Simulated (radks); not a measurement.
The numbers below are computed, except where a source is named.
Q: Ta I, configuration [Xe] 4f14 5d3 6s2. Code: a radial shooting solver on a logarithmic mesh with Libxc functionals. Model: Dirac Kohn-Sham, Wu-Cohen GGA, spin-unpolarised, spherical densities, point nucleus; open shells are shared between the two j in proportion to 2j + 1.

Spin-orbit splittings of the eigenvalues, e(l+1/2) - e(l-1/2), with zeta = 2 splitting/(2l+1) and mean radii in bohr:

| shell | occ. | splitting (eV) | zeta (eV) | <r> j=l-1/2 | <r> j=l+1/2 |
|---|---|---|---|---|---|
| 2p | 6 | 1270 | 847.0 | 0.06487 | 0.07271 |
| 3p | 6 | 273.5 | 182.3 | 0.1943 | 0.2088 |
| 3d | 10 | 59.56 | 23.82 | 0.1829 | 0.1874 |
| 4p | 6 | 63.02 | 42.01 | 0.4644 | 0.4976 |
| 4d | 10 | ? | ? | 0.5165 | 0.5280 |
| 4f | 14 | 1.983 | 0.5664 | 0.6340 | 0.6450 |
| 5p | 6 | 8.772 | 5.848 | 1.220 | 1.328 |
| 5d | 3 | 0.5846 | 0.2338 | 2.190 | 2.300 |

Estimate the 4d splitting.

A: 11.57 eV (zeta = 4.629 eV).
